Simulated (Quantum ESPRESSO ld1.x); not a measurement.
Xe4+, 50 electrons, occupied as [Kr] 4d10 5s2 5p1.5 6s0.5 (fractional occupations, a model configuration). All-electron calculation, Dirac Kohn-Sham, PBE, spin-unpolarised, spherical densities, point nucleus; open shells fill j = l - 1/2 first. Program: ld1.x of Quantum ESPRESSO 7.5.

Normalised radial functions P(r) = r R(r) (large component), r in bohr:

| r | 5d3/2 | 6p1/2 |
|---|---|---|
| 0.00127 | 0.0000 | 0.0010 |
| 0.001735 | 0.0000 | 0.0015 |
| 0.00237 | 0.0000 | 0.0023 |
| 0.003263 | 0.0000 | 0.0036 |
| 0.004458 | 0.0001 | 0.0057 |
| 0.006091 | 0.0002 | 0.0090 |
| 0.008321 | 0.0005 | 0.0142 |
| 0.01137 | 0.0012 | 0.0225 |
| 0.01553 | 0.0027 | 0.0347 |
| 0.02122 | 0.0059 | 0.0519 |
| 0.02922 | 0.0130 | 0.0738 |
| 0.03992 | 0.0270 | 0.0950 |
| 0.05453 | 0.0527 | 0.1055 |
| 0.0745 | 0.0947 | 0.0883 |
| 0.1018 | 0.1521 | 0.0284 |
| 0.139 | 0.2081 | -0.0672 |
| 0.19 | 0.2219 | -0.1466 |
| 0.2616 | 0.1375 | -0.1244 |
| 0.3574 | -0.0562 | 0.0307 |
| 0.4882 | -0.2765 | 0.2048 |
| 0.667 | -0.3569 | 0.1964 |
| 0.9112 | -0.1750 | -0.0569 |
| 1.245 | 0.2125 | -0.3352 |
| 1.701 | 0.5932 | -0.3118 |
| 2.342 | 0.7213 | 0.1164 |
| 3.2 | 0.5276 | 0.5551 |
| 4.371 | 0.2270 | 0.5668 |
| 5.972 | 0.0496 | 0.2582 |
| 8.158 | 0.0043 | 0.0476 |
| 11.15 | 0.0001 | 0.0029 |
| 15.23 | 0.0000 | 0.0000 |

5d3/2 (empty): eigenvalue -30.826 eV, 2 radial nodes at r = 0.331, 1.06 bohr, <r> = 2.50 bohr, 90 % of the charge inside 3.64 bohr. 6p1/2 (empty): eigenvalue -22.588 eV, 4 radial nodes at r = 0.113, 0.340, 0.862, 2.18 bohr, <r> = 3.86 bohr, 90 % of the charge inside 5.41 bohr.
